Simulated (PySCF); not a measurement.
Where the electron goes

Si(iPr)2Me2, C8H20Si.
Structure used (PBE0-D3(BJ)/def2-SVP), in Å, numbered top down from 1:
```xyz
29
C8H20Si angstrom
Si    -0.418   -0.009   -0.291
C     -0.411    0.172    1.605
C      0.354   -0.959    2.290
C     -1.826    0.305    2.170
H      0.122    1.120    1.806
H      1.402   -1.017    1.955
H     -0.109   -1.939    2.086
H      0.366   -0.831    3.386
H     -1.807    0.474    3.260
H     -2.379    1.142    1.717
H     -2.415   -0.611    1.997
C      1.372   -0.164   -0.924
C      2.256    0.985   -0.440
C      1.429   -0.303   -2.445
H      1.758   -1.103   -0.484
H      2.289    1.052    0.659
H      1.894    1.957   -0.817
H      3.294    0.870   -0.794
H      2.465   -0.459   -2.795
H      0.829   -1.152   -2.809
H      1.054    0.605   -2.946
C     -1.233    1.509   -1.058
H     -1.202    1.463   -2.158
H     -0.730    2.437   -0.744
H     -2.291    1.584   -0.761
C     -1.390   -1.550   -0.780
H     -2.416   -1.512   -0.381
H     -0.913   -2.466   -0.396
H     -1.465   -1.644   -1.874
```

Level of theory: PySCF, TDDFT PBE0/def2-SVPD, vertical, gas phase, core orbitals frozen in the response.

Frontier orbitals with the atoms that hold most of them (Löwdin shares over 4%, at most four atoms; ? is withheld):

```
orbital  ε (eV)                              atoms
 HOMO-3   -9.28     C2 13%, C12 13%, C3 9%, C13 9%
 HOMO-2   -8.32  C26 25%, C22 25%, Si1 19%, H24 4%
 HOMO-1   -7.73                                  ?
   HOMO   -7.34                                  ?
   LUMO    0.50      Si1 7%, C26 6%, C22 6%, C4 6%
 LUMO+1    1.04       C3 7%, C13 7%, H7 6%, H17 6%
 LUMO+2    1.16       C13 9%, C3 9%, H6 8%, H16 8%
```

Q: Which atoms hold the HOMO, and with what shares?

A: C12 (bonded to 2 C, Si and H) 20%; C2 (bonded to 2 C, Si and H) 20%; Si1 (bonded to 4 C) 18%; C14 (bonded to C and 3 H) 6%. By element: carbon 46% or more, silicon 18%.

Q: Which atoms hold the HOMO-1, and with what shares?

A: Si1 (bonded to 4 C) 18%; C2 (bonded to 2 C, Si and H) 14%; C12 (bonded to 2 C, Si and H) 14%; C22 (bonded to Si and 3 H) 10%. By element: carbon 38% or more, silicon 18%.

Q: How does S1 compare with the orbital gap of 7.84 eV?

A: S1 is at 6.85 eV (f = 0.0077), 0.99 eV below the gap, made of HOMO→LUMO (97%). 

Q: One configuration dominates each of S1, S2 and S3. Which, and how do the shares of the two leading atoms of either orbital change from the occupied to the empty one?

A: 
- S1 (6.85 eV, f 0.0077), HOMO→LUMO (97%): C12 20% → at most 6%, C2 20% → at most 6%, Si1 18% → 7%, C26 at most 7% → 6%
- S2 (7.19 eV, f 0.0009), HOMO-1→LUMO (87%): Si1 18% → 7%, C2 14% → at most 6%, C26 at most 10% → 6%
- S3 (7.42 eV, f 0.017), HOMO→LUMO+1 (90%): C12 20% → at most 7%, C2 20% → at most 7%, C3 at most 7% → 7%, C13 at most 7% → 7%

Löwdin shares depend on the basis, the more so with diffuse functions.

One conformer stands for the species.
